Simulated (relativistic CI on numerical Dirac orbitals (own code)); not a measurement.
Magnetism of Dy³⁺, 4f9, in a crystal field

Calculated by Dirac-Coulomb-Breit CI, KLI orbitals optimised for each configuration, model QED (radiative potential, 1s self-energy scaled to tabulated hydrogen-like ionisation energies), valence Slater integrals scaled by 0.7, one configuration in a parametric crystal field (own radial code).

Field parameters in Wybourne normalisation; cubic f-shell fields have B⁴₄ = √(5/14) B⁴₀ and B⁶₄ = −√(7/2) B⁶₀. The field is a parameter set, without covalency.

S is read from ⟨S²⟩ = S(S + 1).

Powder χT (cm³ K mol⁻¹) by Van Vleck's formula, with temperature-independent terms:

| Field | 2 K | 5 K | 10 K | 20 K | 50 K | 100 K | 200 K | 300 K |
| --- | --- | --- | --- | --- | --- | --- | --- | --- |
| C2v, B20 = 330, B22 = 0, B40 = 730, B42 = -190, B44 = -100, B60 = -80, B62 = 120, B64 = -50, B66 = 410 cm⁻¹ | 12.1 | 12.2 | 12.3 | 12.4 | 12.9 | 13.4 | 13.8 | 13.9 |
| Oh, B40 = -1100, B60 = -100 cm⁻¹ | 9.71 | 10 | 10.5 | 11.5 | 12.8 | 13.4 | 13.7 | 13.8 |

(1) For Oh, B40 = -1100, B60 = -100 cm⁻¹: what effective moment follows at 300 K?

Answers

(1) μ_eff = √(8χT) = 10.52 μB. The LS value g√(J(J + 1)) of the free ion's 6H°_15/2 level is 10.65 μB.
